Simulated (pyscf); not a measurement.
## HO–GeH(F)–F (SMILES [OH][GeH]([F])[F]), singlet

Gas-phase minimum from PySCF at ωB97X-D3(BJ)/def2-SVP, one conformer. 

SMILES: [OH][GeH]([F])[F]
```xyz
6

O      1.4256    -0.6245    -0.9792
Ge     0.7658     0.0324     0.4953
F      1.3173    -0.9124     1.8309
F     -0.9443    -0.2059     0.5130
H      1.2493    -1.5642    -1.1130
H      1.1261     1.4941     0.6561
```

Bond lengths (Å): O1–Ge2 1.744, O1–H5 0.965, Ge2–F3 1.726, Ge2–F4 1.727, Ge2–H6 1.514. Angles (°): Ge2–O1–H5 114.5, O1–Ge2–F3 109.1, O1–Ge2–F4 109.4, O1–Ge2–H6 111.3, F3–Ge2–F4 103.5, F3–Ge2–H6 111.7, F4–Ge2–H6 111.6.

Properties at ωB97X-D3(BJ)/def2-SVP:

Harmonic wavenumbers, unscaled: 163, 242, 276, 286, 726, 738, 742, 756, 785, 899, 2314, 3901 cm⁻¹
Zero-point energy: 16.9 kcal/mol
Rotational symmetry number: 1
Entropy of this conformer at 298 K and 1 atm, rigid rotor and harmonic oscillator, modes under 100 cm⁻¹ raised to 100: 312.4 J/(mol K)
Dipole moment: 1.18 D

Single-point totals, which compare only within one level (frozen core for MP2 and CC):

```tsv
level	total energy (hartree)
ωB97X-D3(BJ)/def2-TZVP	-2353.32452
PBE/def2-TZVP	-2352.76519
r²SCAN/def2-TZVP	-2353.22542
B3LYP-D3(BJ)/def2-TZVP	-2353.40104
PBE0-D3(BJ)/def2-TZVP	-2352.81867
M06-2X/def2-TZVP	-2353.26939
ωB97M-D3(BJ)/def2-TZVP	-2353.41804
HF/def2-TZVPP	-2350.51434
MP2/def2-TZVPP	-2351.50686
CCSD/def2-TZVPP	-2351.50643
CCSD(T)/def2-TZVPP	-2351.53800
```

Soft torsions are taken as harmonic, which can shift the entropy by several J/(mol K). The CCSD(T) − MP2 part came from Ansatz, without density fitting, on the same reference. The frozen core leaves the outer d or s,p core shells of the metals and heavy elements correlated in the MP2 and CC values, and def2-TZVPP describes them poorly, so these totals are far from the basis limit. Elements up to Kr have no core potential and no relativistic terms here.
